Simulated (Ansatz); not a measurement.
# A barrier at the coupled-cluster level

Start structure (BNH$_{8}$O$_{2}$, singlet), relaxed at PBE0-D4/def2-TZVP:

```
12
angstrom
B -1.1576 -0.2694 -0.1346
N 0.0826 -1.0273 -0.5760
H -1.7085 0.2857 -1.0524
H -1.8865 -0.8670 0.6271
H 0.3590 1.1223 0.6688
O -0.6376 0.9897 0.8142
H 1.3670 -0.0067 -0.2031
O 1.8152 0.7904 0.2434
H 0.0955 -1.1972 -1.5718
H 0.2183 -1.9161 -0.1140
H -0.7804 0.7791 1.7406
H 2.2333 1.3165 -0.4420
```

The step: BNH₄ ([BH2][NH2]) + H₂O + H₂O → BH₃O ([BH2][OH]) + H₂O + NH₃ (still joined by a long B–N bond); bonds formed: N2–H7, H5–O8; dative contacts that become bonds: B1–O6; bonds broken: H5–O6, H7–O8; bonds weakened to dative contacts: B1–N2. Ansatz 0.2.0; basis: def2-TZVPP and def2-QZVPP; cores frozen in the correlated methods. Extrapolation: Hartree–Fock as exp(−7.88 √X), correlation as X^−2.97. Energies below are by CCSD(T) at an estimated basis limit (MP2 extrapolated from triple and quadruple zeta, plus CCSD(T) − MP2 in triple zeta).

(1) What are the electronic barrier and the energy of the step, from the start structure to the end structure? (To be estimated.)

The T1 diagnostic stays at or below 0.011.

Results:

(1) The calculation gives: Barrier 3.76 kcal/mol; step energy -16.94 kcal/mol (downhill); reverse barrier, their difference, 20.70 kcal/mol. Barrier and step energy count from the start structure, the reverse barrier from the end structure.

The saddle point: One imaginary mode of 857i cm⁻¹.
```
 pair  start (Å)  saddle (Å)  end (Å)
B1–O6       1.66        1.58     1.46
N2–H7       1.68        1.38     1.03
H5–O8       1.55        1.32     0.98
B1–N2       1.52        1.56     1.65
H5–O6       1.02        1.11     1.74
H7–O8       1.02        1.14     1.90
```

Zero-point energy (harmonic, PBE0-D4): ZPE is 63.18 kcal/mol at the start and 60.75 kcal/mol at the saddle, so the barrier goes from 3.76 to 1.34 kcal/mol.

The step is the kind of ligand exchange by which a precursor binds to a hydroxyl group, or is hydrolysed, in atomic layer deposition of oxides.

Labels in which every atom is bracketed show which atoms are joined, not bond orders.

For scale, one of the runs: CCSD(T)/def2-TZVPP, 236 basis functions, launched by `ansatz run in.yaml --threads 4 --pin off --events-out ev --progress --plain --max-ram 9574MiB`. Time: 2.8 min of wall clock on 4 CPU threads of an Intel Xeon; the host was shared. Peak host memory: 4.7 GiB.
